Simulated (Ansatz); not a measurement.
The inner images of a band of Cl$_{3}$FHIn (6 atoms, charge 0, multiplicity 1) are given out of order.

The calculation used RHF/def2-SVP in Ansatz.

Image 0:

```xyz
6
Properties=species:S:1:pos:R:3
In -0.709 -0.404 -0.221
F 0.143 -0.783 1.496
Cl -0.265 -1.868 -1.972
Cl -2.487 1.092 -0.216
H 1.702 0.675 1.019
Cl 1.617 1.288 -0.107
```

Image 6:

```xyz
6
Properties=species:S:1:pos:R:3
In -0.419 0.076 -0.663
F 0.470 -0.530 1.490
Cl -0.272 -1.963 -1.779
Cl -2.477 0.967 -0.031
H 1.227 -0.038 1.632
Cl 1.470 1.488 -0.648
```

Question: Put them in order from the first end to the last, with their energies above the first end.
A.
```xyz
6
Properties=species:S:1:pos:R:3
In -0.531 -0.148 -0.424
F 0.507 -0.472 1.457
Cl -0.233 -1.926 -1.884
Cl -2.489 1.054 -0.104
H 1.179 0.220 1.131
Cl 1.568 1.272 -0.176
```
B.
```xyz
6
Properties=species:S:1:pos:R:3
In -0.578 -0.229 -0.347
F 0.413 -0.531 1.433
Cl -0.228 -1.914 -1.901
Cl -2.488 1.065 -0.114
H 1.274 0.364 1.003
Cl 1.608 1.245 -0.076
```
C.
```xyz
6
Properties=species:S:1:pos:R:3
In -0.445 0.029 -0.618
F 0.496 -0.513 1.511
Cl -0.271 -1.957 -1.818
Cl -2.489 0.990 -0.060
H 1.214 0.056 1.459
Cl 1.496 1.396 -0.475
```
D.
```xyz
6
Properties=species:S:1:pos:R:3
In -0.653 -0.329 -0.272
F 0.263 -0.655 1.451
Cl -0.233 -1.893 -1.934
Cl -2.490 1.085 -0.154
H 1.472 0.523 0.982
Cl 1.641 1.270 -0.073
```
E.
```xyz
6
Properties=species:S:1:pos:R:3
In -0.479 -0.047 -0.530
F 0.520 -0.489 1.504
Cl -0.249 -1.944 -1.852
Cl -2.491 1.025 -0.081
H 1.182 0.133 1.282
Cl 1.518 1.321 -0.323
```

Answer: D (+0.054 eV), B (+0.223 eV), A (-0.198 eV), E (-0.619 eV), C (-0.767 eV).

Run time: 44 s on 2 threads of Intel(R) Xeon(R) 6975P-C (Granite Rapids), on a shared host, peak memory 0.25 GiB.
